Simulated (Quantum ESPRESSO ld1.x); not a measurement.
Values are calculated unless marked as measured or tabulated.
Problem. These are the eigenvalues of the occupied orbitals of an atom or ion with whole-number occupations (eV). Level of theory: scalar-relativistic Kohn-Sham, LDA (Slater exchange, VWN5 correlation), spin-polarised, spherical densities, point nucleus (ld1.x of Quantum ESPRESSO 7.5).

orbital  eigenvalue
1s up    -17798.967
1s down  -17798.969
2s up     -2466.719
2s down   -2466.579
2p up     -2201.456
2p down   -2201.348
3s up      -403.550
3s down    -403.447
3p up      -317.157
3p down    -317.045
3d up      -174.883
3d down    -174.730
4s up       -54.830
4s down     -53.947
4p up       -32.876
4p down     -31.876
5s up        -4.844
5s down      -4.227
4d up        -4.153

Which element is it, and in what charge state? The configuration may be excited. Open shells, if any, are filled with parallel spins first.

Solution. Z = 40, zirconium, charge 0: Zr in [Kr] 4d2 5s2. The list shows which subshells hold electrons but not how many an open one holds; the 1s level, -654.1 hartree, gives Z - s = 36.2 by -(Z - s)^2/2, which with screening and relativity narrows Z to a few neighbours, and the depths of the outer levels then fix element, charge and occupations together.
